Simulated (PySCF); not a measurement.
**How methods differ on the excitation energy of Tc**

Tc [Kr] 4d5 5s2 (6S) → Tc [Kr] 4d4 5s2 6s1 (6D), as a difference of total energies. Computed with PySCF 2.14 in dyall-av2z (22s15p11d2f, 136 functions), with the non-relativistic Hamiltonian (point nucleus). Correlated levels: valence: [Kr] frozen; virtual orbitals above 40 to 60 times the deepest correlated orbital energy dropped. The calculations carry no spin-orbit coupling.

```csv
method,excitation energy (eV)
UHF,10.311
LDA,10.982
PBE,10.835
PBE0,10.861
r2SCAN,11.168
BP86,10.855
revPBE,10.825
PBEsol,10.913
MP2 (valence),10.686
SCS-MP2 (valence),10.276
```

Problem. How much does correlation contribute at MP2 (valence)?

Solution. 10.686 − (10.311) = 0.375 eV, measured against UHF.

A first-order spin-orbit estimate (lowest level to lowest level, LS coupling) adds -0.162 eV.

The upper state lies above the first ionisation limit, where it may autoionise and the basis confines it. A Rydberg-like electron needs more diffuse functions than a valence basis has.

The promoted electron is Rydberg-like, and one or two diffuse shells describe it only roughly, which tends to raise the upper state.
